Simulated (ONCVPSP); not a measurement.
## What the settings do to the ONCV potential of Sb

Base potential:

Sb (Z = 51), optimised norm-conserving Vanderbilt (ONCV), made with ONCVPSP 4.0.1 (PBE, scalar-relativistic). Core [Ar] 3d10, reference 4s2 4p6 4d10 5s2 5p3. Waves: 4s+5s: rc 1.50 bohr, ncon 3, nbas 6, qcut 8 1/bohr, 2 projectors; 4p+5p: rc 1.60 bohr, ncon 4, nbas 8, qcut 8.7 1/bohr, 2 projectors; 4d: rc 1.30 bohr, ncon 4, nbas 9, qcut 9.6 1/bohr, 1 projector. Local part: polynomial inside 1.05 bohr (lpopt 5, dvloc0 2 Ha). Core correction: polynomial model core, fcfact 0.75.

Cutoffs, loose and tight: the cutoffs (Ha) at which the residual kinetic energy of the hardest occupied pseudo-wave falls to 1 and 0.1 mHa per electron. They do not see the model core or the augmentation charge, which bear on the density cutoff. Test errors are all-electron minus pseudo excitation energies from the reference, over the configurations 4s2 4p6 4d10 5s2 5p2; 4s2 4p6 4d10 5s2 5p1; 4s2 4p6 4d10 5s2 5p0; 4s2 4p5 4d10 5s2 5p3. A dash means not determined; rows that change the core or the reference have their own tests.

A true bound ghost makes a file unfit for plane-wave use even where its test errors are small: the radial tests pick states by their node count and pass the ghost by.

```csv
change,outcome,"cutoff, loose","cutoff, tight",bound ghosts,GHOST(+) flags above zero,largest test error (meV)
base,generated,40 Ha,48 Ha,none,none,-149
"core correction polynomial model core, fcfact 0.7",generated,40 Ha,48 Ha,none,none,-149
d: qcut 12.6,generated,49 Ha,58 Ha,none,none,-127
d: nproj 2,generated,40 Ha,48 Ha,none,none,-144
core correction none,generated,40 Ha,48 Ha,none,none,-145
d: rc 1.4,generated,38 Ha,44 Ha,none,none,-162
p: qcut 10.4,generated,40 Ha,48 Ha,none,none,-173
"local potential polynomial inside 1.00 bohr (lpopt 1, dvloc0 0 Ha)",generated,40 Ha,48 Ha,none,none,-149
"all radii but the core radius scaled by about 0.96 (s 1.44, p 1.54, d 1.24 bohr); local potential polynomial inside 1.00 bohr (lpopt 5, dvloc0 2 Ha)",generated,41 Ha,61 Ha,d,none,-161
"core [Kr] 4d10, valence charge 5; reference 5s2 5p1; waves now 5s: rc 1.60 bohr, ncon 3, nbas 7, qcut 5.1 1/bohr, 2 projectors, debl 0.7 Ha; 5p: rc 1.95 bohr, ncon 4, nbas 8, qcut 5 1/bohr, 2 projectors, debl 3.8 Ha; local potential polynomial inside 1.45 bohr (lpopt 2, dvloc0 0 Ha)","failed: ERROR pspot: first pseudo wave function has node, program will stop",–,–,–,–,–
fully relativistic,generated,40 Ha,49 Ha,none,none,-79
```
